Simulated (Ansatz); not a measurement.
## CH4FGeN (SMILES [H]/N=[C](/F)[GeH3]): methods side by side

The species is CH4FGeN (8 atoms), meant as a singlet with charge 0. As SMILES, `[H]/N=[C](/F)[GeH3]`. Geometry: relaxed at PBE0-D4/def2-TZVP.

Quantity: the electronic atomisation energy, in eV. The values are calculated. Electronic energies at fixed atoms, without zero-point motion or spin-orbit coupling.

```
                                level                    kind  program  value (eV)  CPU time (all runs)
   SVWN5/6-31G* (spherical functions)                     LDA   Ansatz       32.37                5.8 s
     PBE/6-31G* (spherical functions)                     GGA   Ansatz       28.18                8.2 s
  revPBE/6-31G* (spherical functions)                     GGA   Ansatz       27.03                7.8 s
  r2SCAN/6-31G* (spherical functions)                meta-GGA   Ansatz       27.31                 17 s
   B3LYP/6-31G* (spherical functions)           global hybrid   Ansatz       27.15                9.1 s
    PBE0/6-31G* (spherical functions)           global hybrid   Ansatz       27.21                8.2 s
   HSE06/6-31G* (spherical functions)  range-separated hybrid   Ansatz       27.24                 13 s
PBE-QIDH/6-31G* (spherical functions)           double hybrid   Ansatz       26.12                 14 s
RPA@PBE0/6-31G* (spherical functions)                     RPA   Ansatz       23.92                 18 s
    CCSD/6-31G* (spherical functions)   coupled cluster or CI   Ansatz       23.97                 13 s
```

All-electron rows without a relativistic Hamiltonian named are non-relativistic. Correlated wave functions underbind in double-zeta sets. The values span 23.92 to 32.37 eV. In the correlated wave-function rows the outer d shell of Ge is correlated, in sets not made for it. In so small a basis fixed costs decide the times, and correlated methods can beat functionals. Times are those of the runs behind each value, whatever else they computed, on shared processors of several kinds: orders of magnitude only.
